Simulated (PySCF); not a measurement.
How methods differ on the ionisation energy of C²⁺

C²⁺ [He] 2s2 (1S) → C³⁺ [He] 2s1 (2S), as a difference of total energies. Computed with PySCF 2.14 in dyall-av3z, with scalar relativity by spin-free X2C-1e. Correlated levels: valence: 1s2 frozen; virtual orbitals above 40 to 60 times the deepest correlated orbital energy dropped. The calculations carry no spin-orbit coupling.

```csv
method,ionisation energy (eV)
UHF,45.797
LDA,46.967
PBE,47.126
PBE0,47.061
BLYP,47.117
B3LYP,47.250
B97-3,47.185
MP2 (valence),47.026
SCS-MP2 (valence),47.272
```

Question: Estimate what r2SCAN gives.

Answer: 46.635 eV, closest to LDA among the rows shown.

Question: Estimate what MN15 gives.

Answer: 47.053 eV, closest to PBE0 among the rows shown.

Errors of the correlated levels include the incompleteness of this basis and the frozen core.

MP2 underrates the near-degeneracy of ns² with np² in the lower species.

For comparison: 47.888 eV (measured; NIST Atomic Spectra Database, ionization energies).
